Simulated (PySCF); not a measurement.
F₄Zr, charge -1, doublet, at a GFN2-xTB geometry (such geometries of metal compounds can be far from the true shape) (the multiplicity is a formal guess) (core potentials on Zr) (in this run its highest filled SCF level lies above zero, so its values depend strongly on the basis, on diffuse functions most of all). Base run: PySCF with SVWN5/def2-SVP.

PySCF was given this input:
```python
from pyscf import gto, scf, dft

mol = gto.Mole()
mol.atom = '''
    Zr   -0.00000000   -0.00000000   -0.00000000
    F     1.24556811    0.91342607   -1.18855700
    F     0.98352643   -1.22128003    1.15741336
    F    -1.28977722   -1.00610477   -1.05956725
    F    -0.93931732    1.31395873    1.09071089
'''
mol.basis = 'def2-svp'
mol.ecp = {'Zr': 'def2-svp'}
mol.charge = -1
mol.spin = 1
mol.verbose = 4
mol.build()

mf = dft.UKS(mol)
mf.xc = 'lda,vwn'
mf.kernel()
```

The base run was repeated with changes; each row names its change, and settings that it needs were set with it.

```csv
change,ΔE vs base (µEh),SCF cycles,<S^2>,outcome
base,0.0,11,0.751,converged
DIIS = ADIIS,0.0,20,0.751,converged
conv_tol_grad = 1e-3,0.0,10,0.751,converged
solver = newton; init_guess = 1e,0.0,-,0.751,converged
diis_space = 2,-,50,-,not converged
init_guess = sap,0.0,15,0.751,converged
damp = 0.5; diis_start_cycle = 5,0.0,16,0.751,converged
conv_tol = 1e-4,0.5,7,0.751,converged
conv_tol = 1e-11,0.0,14,0.751,converged
conv_tol = 1e-7,0.0,9,0.751,converged
conv_tol_grad = 1e-7,0.0,17,0.751,converged
init_guess = atom,0.0,11,0.751,converged
init_guess = mod_huckel,0.0,19,0.751,converged
```

Open shells are given as the SCF converged; they aren't shown to be the lowest states, and a large step between rows can be another state.
